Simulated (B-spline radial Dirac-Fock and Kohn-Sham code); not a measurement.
Two-hole binding energies of Er⁷⁺

System: the Er⁷⁺ ion in the configuration [Kr] 4d10 4f10 5s2 5p3.

Input of the calculation (task.json; shells as n, l, electrons):

```json
{"items": [{
  "Z": 68,
  "q": 7,
  "cfg": [[1, 0, 2], [2, 0, 2], [2, 1, 6], [3, 0, 2], [3, 1, 6], [3, 2, 10], [4, 0, 2], [4, 1, 6], [4, 2, 10], [4, 3, 10], [5, 0, 2], [5, 1, 3]],
  "A": 166,
  "rrms": 5.2516,
  "do": ["binding", "quiet", "double"]
}]}
```

Launch: `python xray_run.py task.json out`

Level of theory: ΔSCF Dirac-Fock with Breit, self-energy and vacuum polarisation, finite nucleus, configuration average; an atomic code on a B-spline grid. U is the two-hole binding energy less the two single-hole energies, the effective repulsion of the holes after relaxation. Each two-hole energy is an average over J within one jj subconfiguration.

| holes | E(a) (eV) | E(b) (eV) | E(ab) (eV) | U (eV) |
| --- | --- | --- | --- | --- |
| 1s⁻² | 57602.2 | 57602.2 | 116434.9 | 1230.4 |
| 1s⁻¹ 2p1/2⁻¹ | 57602.2 | 9383.6 | ? | ? |
| 1s⁻¹ 3p3/2⁻¹ | 57602.2 | 1935.2 | 59636.4 | 98.9 |
| 2p1/2⁻² | 9383.6 | 9383.6 | 19023.9 | 256.6 |
| 2s⁻¹ 2p3/2⁻¹ | 9877.5 | 8477.4 | 18535.7 | 180.8 |
| 2p1/2⁻¹ 2p3/2⁻¹ | 9383.6 | 8477.4 | 18083.0 | 222.0 |
| 2p3/2⁻² | 8477.4 | 8477.4 | 17170.6 | 215.8 |
| 2p1/2⁻¹ 3p3/2⁻¹ | 9383.6 | 1935.2 | 11405.0 | 86.2 |
| 2p3/2⁻¹ 3s⁻¹ | 8477.4 | 2343.6 | 10904.0 | 83.0 |
| 3p1/2⁻² | 2128.3 | 2128.3 | 4325.3 | 68.7 |
| 3p1/2⁻¹ 3p3/2⁻¹ | 2128.3 | 1935.2 | 4123.9 | 60.4 |
| 3p3/2⁻² | 1935.2 | 1935.2 | 3930.5 | 60.0 |
| 3d5/2⁻² | 1531.0 | 1531.0 | 3131.4 | 69.4 |
| 4d5/2⁻² | 292.4 | 292.4 | 614.3 | 29.6 |

**Question.** Give the missing two-hole energy and U.

**Answer.** E(ab) = 67349.3 eV and U = 363.4 eV.

Run: 70 s of CPU time on 1 thread of Neoverse-N1 (shared host), peak memory 0.51 GiB.
